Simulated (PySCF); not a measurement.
Cd(SH)(GeH3) (CdGeH₄S), SMILES [GeH3][Cd][SH].

The structure is a stationary point at B3LYP-D3(BJ)/def2-SVP. The structure was generated by enumeration; whether it is a known compound was not checked. The def2 effective core potentials stand for the cores of Cd; spin–orbit coupling is left out. One conformer was computed; it need not be the lowest.

The numbers are results of PySCF with TDA-PBE/def2-SVPD, not measurements.

Vertical excitations. Isolated molecule, no solvent.

```csv
state,energy (eV),λ (nm),f,main pairs
S1,4.07,305,0.008,"HOMO→LUMO 59 %, HOMO→LUMO+1 41 %"
S2,4.12,301,0.007,"HOMO→LUMO+1 59 %, HOMO→LUMO 41 %"
S3,4.55,272,0.000,HOMO→LUMO+2 85 %
S4,4.91,252,0.011,HOMO−1→LUMO+1 96 %
S5,5.17,240,0.010,HOMO−1→LUMO+2 97 %
S6,5.73,216,0.974,"HOMO−1→LUMO 67 %, HOMO−1→LUMO+4 14 %"
S7,5.78,215,0.017,HOMO→LUMO+3 87 %
S8,5.98,207,0.016,HOMO→LUMO+4 87 %
S9,6.39,194,0.009,"HOMO−1→LUMO+3 68 %, HOMO−2→LUMO 21 %"
S10,6.47,192,0.002,"HOMO−2→LUMO 34 %, HOMO−1→LUMO+3 30 %, HOMO→LUMO+6 23 %"
T1,3.80,326,0,HOMO→LUMO 99 %
T2,4.03,308,0,HOMO→LUMO+1 99 %
T3,4.17,298,0,HOMO→LUMO+2 96 %
T4,4.29,289,0,HOMO−1→LUMO 96 %
```
Triplets are in the Tamm–Dancoff approximation.
